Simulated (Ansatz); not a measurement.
Cost and result up the ladder for Ge₉H₁₆, a cluster cut from cubic germanium (25 atoms). Charge 0, multiplicity 1. Geometry: r2SCAN-D4/def2-SVP.

```
atom    x (Å)    y (Å)    z (Å)
 Ge1   0.0819  -2.6092  -1.1605
 Ge2  -0.9309  -1.1313   2.4515
 Ge3   2.4305  -0.0015   0.6815
 Ge4   0.4809   1.1300  -2.5789
 Ge5  -0.5310   2.6096   1.0319
 Ge6   0.8806  -1.8442   1.0007
 Ge7  -0.9353  -0.8363  -2.4670
 Ge8  -2.0797   0.8391   1.6252
 Ge9   1.2749   1.8422  -0.3979
 H10  -0.9251  -3.7613  -0.9720
 H11   1.2845  -3.1647  -1.9494
 H12  -1.9397  -2.2821   2.6381
 H13  -0.3374  -0.8016   3.8358
 H14   3.6177  -0.4589  -0.1894
 H15   2.9903   0.4554   2.0436
 H16   1.7067   0.7959  -3.4524
 H17  -0.2802   2.2825  -3.2640
 H18   0.0866   3.1690   2.3292
 H19  -1.2938   3.7595   0.3445
 H20   1.6162  -3.0178   1.6872
 H21  -1.1969  -1.3508  -3.8970
 H22  -2.2943  -0.4582  -1.8524
 H23  -3.0398   1.3557   2.7158
 H24  -2.9284   0.4642   0.3977
 H25   2.2615   3.0148  -0.6018
```

Ansatz on 2 threads of AMD EPYC 7R13 on a shared host and a share (18 GiB) of an NVIDIA H100 80GB HBM3. Times are rough, and most runs start from the orbitals of an earlier one. PBE0-D4/def2-TZVP serves as the yardstick here, not as an exact answer. Differences are given only for rows in sets of like size (and for xTB, whose basis is part of the method), since another set adds its own error. Binding counts from free atoms at the same level (Ge triplet, H doublet; other spins of the atoms weren't run), without zero-point energy or a counterpoise term.

Single mean-field runs in def2-TZVP are fitted with def2-universal-jkfit.

```
                            level  functions  binding energy per atom (eV)  difference from PBE0-D4/def2-TZVP (eV)
                 PBE-D4/def2-TZVP        528                          2.78                                   -0.01
                PBE0-D4/def2-TZVP        528                          2.79                                    0.00
                 PBE0-D4/def2-SVP        368                          2.79                                       –
r2SCAN-D4/def2-TZVP (with forces)        528                          2.83                                    0.04
                  PBE-D4/def2-SVP        368                          2.78                                       –
```

(1) Estimate how long each takes.

## Answers

(1) PBE0-D4/def2-TZVP 7 s; PBE-D4/def2-SVP 9 s; PBE-D4/def2-TZVP 9.5 s; r2SCAN-D4/def2-TZVP (with forces) 10 s; PBE0-D4/def2-SVP 12 s. On shared hardware such times vary by a factor of up to 3.
